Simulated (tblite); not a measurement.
Compound: C5H9FSSi.
Atom-mapped SMILES: `[CH3:1][CH2:2][C:3]1=[CH:4][S:5][C@@H:6]([F:7])[SiH2:8]1` (hydrogens: H9, H10, H11 on C1; H12, H13 on C2; H14 on C4; H15 on C6; H16, H17 on Si8)

Computed with GFN2-xTB (tblite), gas phase: L-BFGS steps from a force-field or distance-geometry start until the largest atomic force falls under 0.01 eV/Å.

Step 15: E = -679.4622 eV
```
atom  x, y, z in Å  |  force x, y, z in eV/Å
C1      2.0377    0.0263   -1.0008    0.021  -0.013  -0.004
C2      1.4385   -0.9408    0.0211    0.008   0.048   0.036
C3      0.0944   -0.4443    0.4620   -0.090  -0.052   0.008
C4     -0.1963   -0.0725    1.7138    0.034  -0.033  -0.031
S5     -1.7485    0.6306    2.1326    0.088   0.058  -0.055
C6     -2.2550    1.0328    0.4324   -0.004  -0.015  -0.047
F7     -1.8195    2.3045    0.1167   -0.075  -0.013   0.046
Si8    -1.3536   -0.2310   -0.7101   -0.141   0.002  -0.108
H9      1.3963    0.0782   -1.8777    0.047   0.011  -0.011
H10     3.0231   -0.3098   -1.3134    0.023  -0.006   0.017
H11     2.1271    1.0277   -0.5838   -0.004  -0.059   0.030
H12     1.3459   -1.9275   -0.4481   -0.063   0.093   0.115
H13     2.0957   -1.0282    0.8879    0.067  -0.030  -0.011
H14     0.4586   -0.1565    2.5655    0.104  -0.024  -0.016
H15    -3.3438    1.0644    0.4160   -0.012  -0.015  -0.017
H16    -1.1101    0.3827   -2.0097   -0.013   0.076   0.033
H17    -2.1975   -1.4245   -0.8143    0.011  -0.027   0.014
```

Step 16: E = -679.4654 eV
```
atom  x, y, z in Å  |  force x, y, z in eV/Å
C1      2.0403    0.0253   -0.9991    0.023  -0.036   0.004
C2      1.4373   -0.9408    0.0248    0.060   0.079  -0.032
C3      0.0920   -0.4445    0.4613   -0.057  -0.062  -0.046
C4     -0.1942   -0.0718    1.7135    0.058  -0.050  -0.061
S5     -1.7395    0.6361    2.1310   -0.001   0.089   0.032
C6     -2.2559    1.0306    0.4342   -0.033  -0.001  -0.070
F7     -1.8282    2.3022    0.1114   -0.032   0.035   0.040
Si8    -1.3574   -0.2294   -0.7123   -0.093  -0.034  -0.074
H9      1.3999    0.0766   -1.8780    0.062   0.011   0.019
H10     3.0276   -0.3119   -1.3106   -0.032   0.008   0.040
H11     2.1293    1.0269   -0.5816   -0.002  -0.068   0.016
H12     1.3488   -1.9263   -0.4453   -0.077   0.057   0.107
H13     2.0957   -1.0278    0.8912    0.043  -0.021  -0.012
H14     0.4637   -0.1611    2.5622    0.099  -0.013  -0.006
H15    -3.3444    1.0647    0.4210   -0.028  -0.053   0.000
H16    -1.1235    0.3877   -2.0110    0.005   0.088   0.019
H17    -2.1983   -1.4243   -0.8226    0.008  -0.031   0.024
```

Step 17: E = -679.4686 eV
```
atom  x, y, z in Å  |  force x, y, z in eV/Å
C1      2.0432    0.0239   -0.9974    0.019  -0.042   0.013
C2      1.4369   -0.9396    0.0281    0.074   0.073  -0.072
C3      0.0885   -0.4460    0.4595   -0.007  -0.052  -0.081
C4     -0.1912   -0.0720    1.7124    0.052  -0.046  -0.065
S5     -1.7304    0.6433    2.1299   -0.057   0.094   0.086
C6     -2.2573    1.0286    0.4348   -0.051   0.019  -0.059
F7     -1.8372    2.3006    0.1069   -0.001   0.069   0.024
Si8    -1.3628   -0.2283   -0.7158   -0.018  -0.053  -0.021
H9      1.4047    0.0752   -1.8780    0.063   0.009   0.031
H10     3.0316   -0.3139   -1.3072   -0.057   0.012   0.053
H11     2.1313    1.0248   -0.5791    0.003  -0.051   0.008
H12     1.3503   -1.9241   -0.4405   -0.079   0.001   0.077
H13     2.0964   -1.0279    0.8943    0.011  -0.001  -0.014
H14     0.4703   -0.1658    2.5586    0.075   0.000  -0.024
H15    -3.3456    1.0636    0.4260   -0.042  -0.082   0.013
H16    -1.1366    0.3945   -2.0120    0.020   0.096   0.003
H17    -2.1990   -1.4248   -0.8303   -0.004  -0.045   0.028
```

Step 18: E = -679.4715 eV
```
atom  x, y, z in Å  |  force x, y, z in eV/Å
C1      2.0465    0.0221   -0.9954    0.011  -0.029   0.016
C2      1.4377   -0.9376    0.0303    0.047   0.026  -0.072
C3      0.0853   -0.4483    0.4562    0.038  -0.018  -0.077
C4     -0.1874   -0.0728    1.7101    0.016  -0.023  -0.048
S5     -1.7220    0.6523    2.1301   -0.062   0.068   0.082
C6     -2.2597    1.0272    0.4345   -0.047   0.037  -0.020
F7     -1.8466    2.3002    0.1026    0.011   0.075   0.008
Si8    -1.3686   -0.2281   -0.7197    0.050  -0.048   0.024
H9      1.4107    0.0739   -1.8775    0.049   0.006   0.022
H10     3.0351   -0.3160   -1.3026   -0.042   0.003   0.051
H11     2.1336    1.0218   -0.5764    0.011  -0.015   0.008
H12     1.3505   -1.9219   -0.4342   -0.067  -0.060   0.035
H13     2.0972   -1.0278    0.8971   -0.017   0.024  -0.017
H14     0.4785   -0.1707    2.5543    0.036   0.016  -0.061
H15    -3.3479    1.0609    0.4313   -0.048  -0.098   0.020
H16    -1.1499    0.4033   -2.0129    0.031   0.092  -0.001
H17    -2.1999   -1.4262   -0.8378   -0.017  -0.058   0.030
```

**Question.** Estimate the geometry and energy of step 19. (The exact step hangs on the optimiser's Hessian estimate; all steps are aligned on step 18, rigid shifts and turns removed.)

**Answer.** E = -679.4736 eV, largest force 0.106 eV/Å
```
atom  x, y, z in Å  |  force x, y, z in eV/Å
C1      2.0491    0.0205   -0.9937    0.005  -0.006   0.012
C2      1.4391   -0.9360    0.0309    0.000  -0.035  -0.042
C3      0.0836   -0.4502    0.4527    0.052   0.020  -0.044
C4     -0.1842   -0.0738    1.7076   -0.027   0.008  -0.027
S5     -1.7165    0.6601    2.1315   -0.025   0.029   0.034
C6     -2.2622    1.0269    0.4341   -0.025   0.040   0.020
F7     -1.8538    2.3010    0.0993    0.003   0.054   0.001
Si8    -1.3722   -0.2287   -0.7223    0.073  -0.021   0.040
H9      1.4162    0.0730   -1.8768    0.026   0.006   0.001
H10     3.0370   -0.3176   -1.2982   -0.001  -0.010   0.038
H11     2.1355    1.0191   -0.5741    0.017   0.016   0.013
H12     1.3492   -1.9213   -0.4286   -0.045  -0.093  -0.001
H13     2.0974   -1.0271    0.8988   -0.031   0.039  -0.018
H14     0.4859   -0.1744    2.5496    0.000   0.029  -0.090
H15    -3.3508    1.0571    0.4355   -0.039  -0.096   0.021
H16    -1.1595    0.4116   -2.0133    0.036   0.076   0.012
H17    -2.2009   -1.4283   -0.8430   -0.017  -0.055   0.031
```

The energy changes by -0.0022 eV. The first-order estimate −F·Δx gives -0.0030 eV and the mean of the old and new forces, exact on a quadratic surface, -0.0021 eV. The step makes an angle of 68° with the force vector and moves no atom by more than 0.013 Å.

What follows is the cost of the whole relaxation. On an Arm Neoverse V1 with one thread, shared host with 32 logical CPUs at a one-minute load of 25, this took 0.68 s of wall time.
